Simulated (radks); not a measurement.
Spherical jellium clusters: N electrons in a uniform positive sphere of charge N and radius rs N^(1/3), rs = 2.94 bohr. Method: non-relativistic Kohn-Sham, LDA (Slater exchange, Perdew-Wang correlation), spin-polarised, spherical densities; computed with a radial shooting solver with Libxc functionals. Levels are named by radial order and angular momentum (1s, 1p, 1d, 2s, ...), and open shells are averaged over m.

N = 25, configuration 1s2 1p6 1d10 2s2 1f(up 5, down 0). This is the lowest configuration that the search found. Occupied and some empty levels:

| level | occupation | eigenvalue (eV) | <r> (bohr) |
|---|---|---|---|
| 1s up | 1 | -7.7702 | 5.241 |
| 1s down | 1 | -7.5328 | 5.033 |
| 1p up | 3 | -6.4885 | 6.257 |
| 1p down | 3 | -6.1439 | 6.153 |
| 1d up | 5 | -4.8979 | 7.001 |
| 1d down | 5 | -4.4996 | 6.971 |
| 2s up | 1 | -4.1965 | 5.926 |
| 2s down | 1 | -3.9733 | 6.042 |
| 1f up | 5 | -3.0749 | 7.694 |
| 1f down | 0 | -2.6631 | 7.737 |
| 2p up | 0 | -2.2559 | 7.488 |
| 2p down | 0 | -2.0430 | 7.609 |
| 1g up | 0 | -1.1157 | 8.528 |
| 1g down | 0 | -0.73255 | 8.713 |
| 2d up | 0 | -0.66182 | 10.12 |
| 2d down | 0 | -0.49296 | 10.59 |

Energy (eV): total -38.5304, kinetic 76.663, external -2321.5, Hartree 1137.3, exchange-correlation -118.00, background 1187.0.
